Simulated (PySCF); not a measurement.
**Two-component Hartree-Fock for F⁺ (fluorine, charge +1)**

Start: [He] 2s2 2p4; 2p1/2 filled at m_j = -1/2, +1/2; 2p3/2 filled at m_j = +1/2, +3/2. Calculated with PySCF 2.14 in x2c-TZVPPall-2c: generalised Hartree-Fock with the X2C-1e Hamiltonian and a Gaussian nucleus; one run each with spin-orbit coupling (SO) switched off, then screened by Boettger's factors.

```csv
spinor shell,electrons,"ε, spin-free (eV)","ε, screened SO (eV)",weight of nominal j (screened SO),"rms radius, screened SO (bohr)"
1s1/2,2,-739.19,-739.18,1.000,0.204
2s1/2,2,-59.852,-59.849,1.000,1.05
2p3/2,2,-39.387,-40.967,0.832,1.08
2p1/2,2,-39.387,-37.812,0.670,1.11
```

```csv
quantity,spin-free,screened SO
E (hartree),-98.92007,-98.92087
M_J,2,2
⟨J²⟩,6.007,6.007
⟨L²⟩,2.002,2.003
⟨S²⟩,2.004,2.004
```

Each row is a mean over spinors that exchange with the open shell spreads, by up to 11.076 eV (2s1/2).

Rows whose weight is well below 1 are mixtures of j = l ± 1/2: exchange outweighs spin-orbit coupling there, and the label is only the starting occupation.

Without spin-orbit coupling the j labels of p, d and f shells carry no meaning; the spin-free column gives the mean over the occupied spinors of each nl shell.
